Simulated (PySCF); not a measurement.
Ionisation of hydrogen bromide

System: `Br` (HBr). Optimised structure (Å), atoms numbered from 1:
```
Br    0.7139   -0.0054   -0.0063
H    -0.7080    0.0078   -0.0221
```

Level of theory: ωB97X-D3(BJ)/ma-def2-TZVP single points in PySCF, grid level 2; every species was optimised with PBE0-D3(BJ)/def2-SVP. The prefix ma- adds one diffuse s and one diffuse p function on all atoms but H. ωB97X-D3(BJ) is ωB97X-V with D3(BJ) in place of VV10. Thermal corrections: PBE0-D3(BJ)/def2-SVP frequencies, unscaled, ideal gas at 298.15 K and 1 bar, quasi-RRHO entropy.

Frontier levels of the parent: HOMO -11.28 eV, LUMO 1.79 eV.

Oxidation to the radical cation:
| Item | Value |
| --- | --- |
| Vertical ionisation energy (electronic) | 11.84 eV |
| Adiabatic ionisation energy (with zero-point energy) | 11.82 eV |
| Adiabatic, electronic part | 11.83 eV |
| Vertical gap at the product's structure | 11.81 eV |
| Inner reorganisation energy (four-point) | 28 meV |
| Relaxation of product / of parent | 9 / 20 meV |
| ⟨S²⟩ of the product | 0.753 |
| Largest spin populations | Br1 1.02 |
| Largest changes of atomic charge | Br1 0.89, H (on Br1) 0.11 |
| Distances that move most (Å) | Br1–H 1.422 → 1.457 |

Against the Active Thermochemical Tables (version 1.112): ionisation energy to the radical cation 11.67 (computed 11.82, error 0.15) eV.

Measured values (NIST Chemistry WebBook, evaluated or the median of agreeing entries): adiabatic ionisation energy 11.68 eV (computed 11.82, difference 0.14).

Caveats: spin-orbit coupling is left out of the energies, which matters for open shells on the heavier atoms; atoms from Ga to Kr are treated without relativity.

Hardware: 1 thread of Arm Neoverse V1, shared with other jobs. Command: `OMP_NUM_THREADS=1 python redox_run.py task.json out`. Structures, frequencies and single points: 12 s.
